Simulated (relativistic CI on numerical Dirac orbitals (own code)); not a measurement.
## Hyperfine structure of Sn XIX, mass number 119

Computed by Dirac-Coulomb-Breit CI, separate exchange-only KLI orbitals for each configuration, model QED, unscaled Slater integrals (own radial code, finite nucleus).

Configurations in the expansion (outside the closed core [Ar] 3d10): 4s²4p², 4s4p³, 4p⁴, 4s²4p4d, 4s4p²4d, 4s²4p4f, 4s4p²4f, 4p³4d, 4s4p4d², 4s²4d4f, 4s²4p5s, 4p³4f, 4s²4d², 4s4d³, 4s4d²4f, 4p²4d², 4p4d³, 4p4d²4f, 4p4d²5s, 4s²4f², 4s4d4f², 4s4f³, 4p²4f², 4p4d4f², 4p4f³, 4p4f²5s. Double excitations out of closed p, d and f shells are left out; levels of such configurations are missing from the list, as are those of other unlisted configurations, and high levels can miss mixing partners.

Nuclear spin I = 1/2, μ = -1.0459 μN (tables of Stone and Pyykkö). The electronic factors are computed for point nuclear moments, without core polarisation or the Bohr-Weisskopf and QED corrections.

```json
{"Level": "4s²4p² ³P1", "E (eV)": "8.2207", "A (GHz)": "5.958"}
{"Level": "4s4p³ ⁵S°2", "E (eV)": "47.2456", "A (GHz)": "-119.8"}
{"Level": "4s4p³ ³D°1", "E (eV)": "55.9183", "A (GHz)": "64.75"}
{"Level": "4s4p³ ³D°2", "E (eV)": "57.7534", "A (GHz)": "-85.34"}
{"Level": "4s4p³ ³D°3", "E (eV)": "60.7421", "A (GHz)": "-108.2"}
{"Level": "4s4p³ ³P°1", "E (eV)": "66.8510", "A (GHz)": "-120.6"}
{"Level": "4s4p³ ³S°1", "E (eV)": "74.3001", "A (GHz)": "-5.305"}
```

Levels with J = 0, under 50 % of one LS term, or S terms without an open s electron are left out. Small factors come from cancelling terms and can be off by tens of per cent or more.

At this charge energies of transitions that change n are usually good to better than 1 %, and those within a shell (Δn = 0) to a few per cent.

**Question.** Give the hyperfine levels of 4s²4p² ³P1 relative to its centre of gravity.

**Answer.** With K = F(F + 1) − I(I + 1) − J(J + 1), E = AK/2: F = 1/2: -5.958, F = 3/2: 2.979 GHz.

LS names give the leading component of a level, which can be under half, so a name can repeat, a term be missing and a line seem to break the LS rules.
